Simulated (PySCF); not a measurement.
BiOF: double against triple zeta

Base calculation in PySCF with density fitting and no spin–orbit coupling, PBE0/def2-SVP (scalar-relativistic core potentials): singlet, Cs, Bi–F 2.045 Å, Bi–O 1.912 Å; F–Bi–O 102.3°; wavenumbers 203, 573, 806 cm⁻¹; dipole moment 4.93 D, gap between the highest occupied and lowest empty levels 4.51 eV, polar-tensor charge of Bi 1.15 e, atomisation energy (no zero-point energy) 684 kJ/mol.

Problem. What changes on going to PBE0/def2-TZVP (scalar-relativistic core potentials)?

Solution. The point group stays the same. Changes: mean bond to Bi -0.030 Å, smallest bond angle -1.0 degrees, highest wavenumber +23 cm⁻¹, lowest wavenumber +9 cm⁻¹, dipole moment +0.13 D, gap between the highest occupied and lowest empty levels +0.16 eV, polar-tensor charge of Bi +0.17 e, atomisation energy (no zero-point energy) +67 kJ/mol. The new structure has Bi–F 2.021 Å, Bi–O 1.877 Å; F–Bi–O 101.3°, with wavenumbers 212, 553, 829 cm⁻¹. The larger basis shortens the bonds, as added polarisation functions usually do.

Spin–orbit coupling is large for BiOF and is left out. Only the bonding shown was studied: isomers, or loss of a ligand pair, can lie lower.
